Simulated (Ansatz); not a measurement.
`C[SiH2][AsH2]` + `BO` → `BO[SiH2]C` + arsine at 500 K and 1 bar (cleavage of the Si–As bond).

Gas-phase electronic energies from Ansatz, PBE0-D4/def2-TZVP geometries. CCSD(T)/CBS is the MP2 limit (def2-TZVPP, def2-QZVPP) plus CCSD(T) − MP2 in def2-TZVPP, frozen cores. This one scheme is used for every species. For As outer-core shells are correlated without core-valence functions, which leaves a few kJ/mol of doubt a bond. Scalar relativity is left out up to krypton. One conformer a species, not always the lowest.

```json
{"species": "`C[SiH2][AsH2]`", "CCSD(T)/CBS energy (Eh)": "-2566.35921", "H − E (kJ/mol)": "225.3", "S (J/(mol·K))": "392.0"}
{"species": "`BO`", "CCSD(T)/CBS energy (Eh)": "-101.80414", "H − E (kJ/mol)": "113.6", "S (J/(mol·K))": "256.0"}
{"species": "`BO[SiH2]C`", "CCSD(T)/CBS energy (Eh)": "-431.39483", "H − E (kJ/mol)": "253.9", "S (J/(mol·K))": "393.2"}
{"species": "`[AsH3]`", "CCSD(T)/CBS energy (Eh)": "-2236.79077", "H − E (kJ/mol)": "76.6", "S (J/(mol·K))": "245.1"}
```

H − E and S are ideal-gas, rigid-rotor, harmonic terms from PBE0-D4/def2-TZVP, for one conformer and one mirror image of each species. 1 Eh = 2625.50 kJ/mol, R = 8.31446 J/(mol·K).

**Question.** By hand: ΔE, ΔH, ΔS and ΔG.

**Answer.** ΔE = (-431.39483) + (-2236.79077) − (-2566.35921) − (-101.80414) = -0.02225 Eh = -58.4 kJ/mol. Δ(H − E) = 253.9 + 76.6 − 225.3 − 113.6 = -8.4, so ΔH = -66.8 kJ/mol. ΔS = 393.2 + 245.1 − 392.0 − 256.0 = -9.7 J/(mol·K). ΔG = -66.8 − 500 × (-9.7)/1000 = -61.9 kJ/mol.

**Question.** By hand: the equilibrium constant, and the temperature at which ΔG would vanish if ΔH and ΔS stayed fixed.

**Answer.** log₁₀ K = −ΔG/(RT ln 10) = 6.5. ΔG = 0 at ΔH/ΔS = 6887 K, far beyond where these terms or the molecules hold.

The number of gas molecules stays the same, so ΔS is small and ΔH decides. A doubt of 5 kJ/mol in ΔE shifts log₁₀ K by 0.5 here. Other conformers and mirror images would add mixing entropy, several J/(mol·K) or more a flexible species. Modes under 60 cm⁻¹, often nearly free rotors, make the harmonic entropy too high. These are equilibria of isolated gas molecules and say nothing of rates. Largest T1 diagnostic: 0.014 (customary marks: 0.02 for closed shells, 0.045 for open ones).
